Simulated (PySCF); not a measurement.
# Electronic structure of I³⁺ (iodine, charge +3) at the UHF level

Configuration: [Kr] 4d10 5s2 5p2, high-spin 3P determinant. Calculation: PySCF 2.14, in x2c-TZVPPall; scalar relativity by spin-free X2C-1e.

| Item | Value |
| --- | --- |
| Total energy | -7110.560372 hartree |
| One-electron energy | -9690.5639 hartree |
| Hartree (Coulomb) energy | 2759.5127 hartree |
| Exchange energy | -179.5092 hartree |
| ⟨S²⟩ | 2.0062 |
| ⟨L²⟩ | 2.017 |
| Sum of ⟨r⟩ | 29.63 bohr |
| Sum of ⟨r²⟩ | 35.26 bohr² |
| Traceless quadrupole moment −½Σ⟨3z² − r²⟩ along its main axis | 2.07 e·bohr² |
| Langevin diamagnetic susceptibility | -27.9 ×10⁻⁶ cm³/mol |

```
shell  electrons  mean orbital energy (hartree)  spread (hartree)  rms radius, mean of both spins (bohr)
 1s α          1                    -1226.14006                 0                                 0.0311
 1s β          1                    -1226.13383                 0                                 0.0311
 2s α          1                     -194.10382                 0                                  0.127
 2s β          1                     -194.10152                 0                                  0.127
 2p α          3                     -174.21139           0.00191                                  0.113
 2p β          3                     -174.20585           0.00484                                  0.113
 3s α          1                      -41.69539                 0                                  0.334
 3s β          1                      -41.68833                 0                                  0.334
 3p α          3                      -35.07718           0.00023                                  0.335
 3p β          3                      -35.06715           0.01280                                  0.335
 3d α          5                      -25.11673           0.00720                                  0.313
 3d β          5                      -25.11298           0.01122                                  0.313
 4s α          1                       -8.94345                 0                                  0.787
 4s β          1                       -8.92445                 0                                  0.787
 4p α          3                       -6.76905           0.00135                                  0.845
 4p β          3                       -6.74725           0.03049                                  0.845
 4d α          5                       -3.48300           0.01914                                  0.987
 4d β          5                       -3.46769           0.03304                                  0.987
 5s α          1                       -1.98479                 0                                   1.97
 5s β          1                       -1.77903                 0                                   1.97
 5p α          2                       -1.46327                 0                                   2.26
```

Densities and radii are taken from the X2C orbitals without a picture-change correction, which distorts them close to the nucleus.

Spin-orbit constants ζ (cm⁻¹) from the X2C one-electron operator on these orbitals: bare nucleus, nucleus screened by l(l+1)(2l+1)/3 electrons, and screened by the Breit-Pauli mean field of the electrons.

```
shell     bare  screened nucleus  mean field
   2p  1588000           1528000     1502000
   3p   303200            291800      286100
   3d    46110             37410       35980
   4p    55650             53550       52410
   4d     6554              5318        5034
   5p     6938              6676        6522
```

To first order the Landé constant is A = 3261 cm⁻¹, so the lowest level has J = 0 and lies 0.809 eV below the centre of the term. This holds in LS coupling only.
